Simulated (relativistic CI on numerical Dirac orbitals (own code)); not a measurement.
# Cr²⁺ in a cubic cluster: L2,3 absorption with charge transfer

Computed with a charge-transfer multiplet model of a cubic metal-ligand cluster with up to one ligand hole, Slater and spin-orbit integrals from Dirac-Coulomb-Breit ions, Slater integrals scaled by 0.9. The ground state mixes d4 with configurations of k ligand holes L, whose averages lie at kΔ + k(k − 1)U_dd/2; a core hole lowers each added d electron by U_cd. 300 K, Lorentzian 0.4 eV and Gaussian 0.3 eV FWHM.

Atomic integrals in eV (Slater integrals scaled, ζ unscaled), ground: F2dd 8.634, F4dd 5.365, zeta_d 0.027; with the core hole: F2dd 9.411, F4dd 5.854, zeta_d 0.040, zeta_core 5.624, F2cd 5.290, G1cd 3.859, G3cd 2.190.

Cluster parameters (eV): Δ = 6.1, U_cd = 5.8, 10Dq = 0.95, 10Dq(ligand) = 0.1, V(eg) = 1.55, V(t2g) = -0.81, final-state hopping factor = 0.8.

```
         Case   n_d    d4   d5L     S
U_dd = 4.7 eV  4.14  0.86  0.14  2.00
U_dd = 5.4 eV  4.14  0.86  0.14  2.00
U_dd = 6.8 eV  4.14  0.86  0.14  2.00
```

Weights, n_d and S are thermal averages at 300 K. Photon energies count from the first peak over 30 % of the highest in each spectrum, which can be another peak from case to case. The parameters are a model scan and need not match a compound or its usual spin state. Peaks in eV (height, largest 100):
- U_dd = 4.7 eV: -3.8 (6), -2.9 (6), 0.0 (100), 0.7 (81), 1.2 (75), 5.5 (25), 6.6 (32), 7.5 (28), 9.9 (40)
- U_dd = 5.4 eV: -3.8 (6), -2.9 (7), 0.0 (100), 0.8 (82), 1.4 (74), 5.5 (25), 6.6 (31), 7.6 (29), 9.9 (41)
- U_dd = 6.8 eV: -3.8 (6), -2.9 (7), 0.0 (100), 0.8 (84), 1.5 (73), 5.6 (26), 6.4 (30), 7.6 (30), 9.9 (41)

For the case U_dd = 4.7 eV, Δ = 6.1 eV is larger than U_dd = 4.7 eV, the Mott-Hubbard side of the Zaanen-Sawatzky-Allen scheme. With the core hole the configuration with one ligand hole lies at Δ + U_dd − U_cd = 5.0, 5.7, 7.1 eV from the one without, in the order of the table; where this is negative the screened configuration lies lower.

With at most 1 ligand hole the space is cut while the next configuration still counts, so covalency is underestimated, and a final configuration with one more ligand hole, which can lie low, is missing from the spectra.
